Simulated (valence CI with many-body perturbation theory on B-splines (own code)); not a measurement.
Level structure of Pb³¹⁺

Calculated by configuration interaction combined with many-body perturbation theory (CI+MBPT): five valence electrons over a frozen Dirac-Fock core [Kr] 4d10, a basis of 7 s, 7 p, 7 d, 7 f, 4 g, 2 h functions for each j, with the one-electron correlation potential Σ1 (screened to all orders), the two-electron term Σ2, the three-electron term Σ3, Breit, model QED; selected single and double excitations, second order for the rest, scaled by the run's own slope (own B-spline code, finite nucleus).

No measured spectrum was set against this ion. As an estimate, large intervals hold to a few tenths of a per cent, small ones and those within an open d or f shell to about a per cent. Among the levels kept, up to 960 cm⁻¹ of a level comes from second order outside the variational space, and about a tenth of that is noise between levels of different J, which matters for small intervals. Only levels of the ground parity were solved; by the run's estimate the other parity begins above the list, which can be wrong where configurations are misplaced.

Levels 91 to 135 of 193, with energies above the lowest level, (4f5/2^5) J=5/2. "Leading %" is the weight of the configuration and term that name the level; weights of strongly mixed levels are sums over their largest components and can fall short. In the jj column 3d3/2^4 stands for four electrons in 3d with j = 3/2. Lifetimes count E1, E2, E3, M1 and M2 decay at the calculated energies, and are blank where another channel may lead or the interval is too uncertain; long ones can be off by a factor of two.

```tsv
No.	Configuration	Term	J	E (cm⁻¹)	Leading %	Second component	Leading jj	Lifetime
91	4f⁵	⁴K°	13/2	216200	25	20 % 4f⁵ ⁴I°	4f5/2^3 4f7/2^2 (70 %)	286 μs
92	4f⁵	²F°	7/2	217810	26	23 % 4f⁵ ⁴H°	4f5/2^4 4f7/2 (42 %)	323 μs
93	4f⁵	²H°	11/2	219440	42	29 % 4f⁵ ²I°	4f5/2^2 4f7/2^3 (74 %)	474 μs
94	4f⁵	⁴K°	15/2	219450	72	10 % 4f⁵ ²L°	4f5/2^2 4f7/2^3 (64 %)	300 μs
95	4f⁵	²L°	17/2	219880	82	11 % 4f⁵ ⁴K°	4f5/2^2 4f7/2^3 (67 %)	329 μs
96	4f⁵	⁴H°	11/2	221720	40	27 % 4f⁵ ²I°	4f5/2^2 4f7/2^3 (46 %)	224 μs
97	4f⁵	⁴H°	13/2	222090	49	21 % 4f⁵ ⁴K°	4f5/2^2 4f7/2^3 (63 %)	172 μs
98	4f⁵	²D°	5/2	222990	39	36 % 4f⁵ ²F°	4f5/2^2 4f7/2^3 (70 %)	332 μs
99	4f⁵	⁴D°	1/2	223490	50	24 % 4f⁵ ⁴P°	4f5/2 4f7/2^4 (60 %)	111 μs
100	4f⁵	²H°	9/2	223520	31	21 % 4f⁵ ⁴G°	4f5/2 4f7/2^4 (35 %)	141 μs
101	4f⁵	²F°	5/2	226560	31	22 % 4f⁵ ²D°	4f5/2^2 4f7/2^3 (58 %)	200 μs
102	4f⁵	⁴K°	17/2	229250	47	32 % 4f⁵ ²L°	4f5/2 4f7/2^4 (62 %)	249 μs
103	4f⁵	⁴H°	9/2	230290	31	21 % 4f⁵ ²H°	4f5/2^3 4f7/2^2 (41 %)	159 μs
104	4f⁵	²H°	9/2	231690	58	19 % 4f⁵ ⁴H°	4f5/2^2 4f7/2^3 (72 %)	213 μs
105	4f⁵	⁴G°	7/2	231980	32	28 % 4f⁵ ⁴H°	4f5/2 4f7/2^4 (51 %)	115 μs
106	4f⁵	²H°	11/2	233230	27	21 % 4f⁵ ⁴G°	4f5/2 4f7/2^4 (47 %)	182 μs
107	4f⁵	²I°	13/2	234190	65	15 % 4f⁵ ⁴H°	4f5/2^2 4f7/2^3 (44 %)	432 μs
108	4f⁵	⁴F°	3/2	234290	28	21 % 4f⁵ ⁴P°	4f5/2^2 4f7/2^3 (48 %)	210 μs
109	4f⁵	²M°	19/2	234660	57	24 % 4f⁵ ⁴L°	4f5/2 4f7/2^4 (93 %)	199 μs
110	4f⁵	⁴D°	1/2	236060	50	43 % 4f⁵ ⁴P°	4f5/2^2 4f7/2^3 (53 %)	369 μs
111	4f⁵	⁴D°	7/2	237670	44	21 % 4f⁵ ⁴G°	4f5/2^2 4f7/2^3 (57 %)	149 μs
112	4f⁵	²N°	21/2	237990	54	31 % 4f⁵ ²O°	4f5/2 4f7/2^4 (90 %)	185 μs
113	4f⁵	⁴D°	5/2	240020	22	22 % 4f⁵ ⁴F°	4f5/2^2 4f7/2^3 (40 %)	144 μs
114	4f⁵	⁴H°	11/2	242300	32	23 % 4f⁵ ²I°	4f5/2^2 4f7/2^3 (46 %)	287 μs
115	4f⁵	⁴H°	9/2	242900	37	17 % 4f⁵ ²G°	4f5/2^3 4f7/2^2 (39 %)	193 μs
116	4f⁵	⁴F°	5/2	244280	40	20 % 4f⁵ ²D°	4f5/2^3 4f7/2^2 (44 %)	152 μs
117	4f⁵	²K°	15/2	244330	78	9 % 4f⁵ ²L°	4f5/2^2 4f7/2^3 (70 %)	293 μs
118	4f⁵	²F°	7/2	244800	39	17 % 4f⁵ ²G°	4f5/2^2 4f7/2^3 (37 %)	158 μs
119	4f⁵	²I°	13/2	245340	33	31 % 4f⁵ ²K°	4f5/2^2 4f7/2^3 (61 %)	146 μs
120	4f⁵	⁴H°	7/2	248780	31	19 % 4f⁵ ⁴F°	4f5/2^2 4f7/2^3 (47 %)	224 μs
121	4f⁵	²D°	3/2	249370	36	26 % 4f⁵ ⁴D°	4f5/2^2 4f7/2^3 (55 %)	304 μs
122	4f⁵	²I°	11/2	252750	24	24 % 4f⁵ ²H°	4f5/2 4f7/2^4 (41 %)	129 μs
123	4f⁵	²M°	17/2	254800	69	22 % 4f⁵ ⁴K°	4f5/2^2 4f7/2^3 (77 %)	402 μs
124	4f⁵	²G°	9/2	254900	50	23 % 4f⁵ ²H°	4f5/2^2 4f7/2^3 (47 %)	252 μs
125	4f⁵	⁴H°	13/2	257240	36	36 % 4f⁵ ²I°	4f5/2 4f7/2^4 (57 %)	177 μs
126	4f⁵	²P°	1/2	257450	75	18 % 4f⁵ ⁴D°	4f5/2^2 4f7/2^3 (77 %)	215 μs
127	4f⁵	²K°	15/2	257910	54	32 % 4f⁵ ²L°	4f5/2 4f7/2^4 (79 %)	162 μs
128	4f⁵	²H°	9/2	258890	37	29 % 4f⁵ ²G°	4f5/2^3 4f7/2^2 (57 %)	228 μs
129	4f⁵	²F°	7/2	261370	51	25 % 4f⁵ ²G°	4f5/2 4f7/2^4 (55 %)	190 μs
130	4f⁵	²F°	5/2	262900	41	23 % 4f⁵ ⁴D°	4f5/2 4f7/2^4 (48 %)	111 μs
131	4f⁵	²F°	7/2	264400	43	27 % 4f⁵ ⁴F°	4f5/2^3 4f7/2^2 (52 %)	282 μs
132	4f⁵	²H°	11/2	264900	37	26 % 4f⁵ ²I°	4f5/2^2 4f7/2^3 (50 %)	
133	4f⁵	²M°	19/2	265010	98		4f5/2^2 4f7/2^3 (94 %)	533 μs
134	4f⁵	⁴F°	3/2	266010	43	20 % 4f⁵ ⁴S°	4f5/2^2 4f7/2^3 (57 %)	134 μs
135	4f⁵	⁴F°	9/2	266400	59	17 % 4f⁵ ⁴H°	4f5/2^2 4f7/2^3 (80 %)	184 μs
```

Where two levels of one J and parity lie close, their mixing, g and order are uncertain.
